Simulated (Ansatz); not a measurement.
## Worked example: a bond strength in C2H4ClSi (SMILES C=C[SiH]Cl)

C2H4ClSi has 8 atoms, charge 0, and is taken as a doublet. As SMILES, `C=C[SiH]Cl`. Geometry: optimised at B3LYP/def2-SVP.

```xyz
8

C     0.6609    1.0501   -0.6639
C     0.6159   -0.0624    0.0920
Si   -0.9238   -0.6470    0.9513
Cl   -1.0201   -2.7349    0.9893
H    -0.2342    1.6457   -0.8792
H     1.5954    1.4121   -1.1073
H     1.5476   -0.6121    0.2794
H    -2.1493   -0.1087    0.2824
```

Wanted: the dissociation energy of the Si3–C2 bond into singlet SiHCl and doublet C2H3 (shapes relaxed at B3LYP/def2-SVP, no zero-point term). 1 Eh = 2625.50 kJ/mol = 27.2114 eV. Totals in Eh; open shells run unrestricted unless said.

```tsv
level	program	C2H4ClSi	singlet SiHCl	doublet C2H3
USVWN5/def2-SVP	Ansatz	-824.606772	-747.388870	-77.087763
UCAM-B3LYP/def2-SVP	Ansatz	-827.957959	-750.054936	-77.792446
RPA@PBE/def2-SVP, 12 core orbitals frozen in the whole	Ansatz	-826.969380	-749.130235	-77.738865
```

Q: Work out the dissociation energy at each level.

A: 
1. USVWN5/def2-SVP: (-747.388870) + (-77.087763) − (-824.606772) = 0.130139 Eh = 341.7 kJ/mol = 3.54 eV.
2. UCAM-B3LYP/def2-SVP: (-750.054936) + (-77.792446) − (-827.957959) = 0.110577 Eh = 290.3 kJ/mol = 3.01 eV.
3. RPA@PBE/def2-SVP: (-749.130235) + (-77.738865) − (-826.969380) = 0.100280 Eh = 263.3 kJ/mol = 2.73 eV.

The levels span 263 to 342 kJ/mol; no measured value is set beside them. A fragment with an even electron count was run as a singlet and may have a lower triplet. A bond enthalpy at 298 K also holds the loss of zero-point energy and thermal terms.
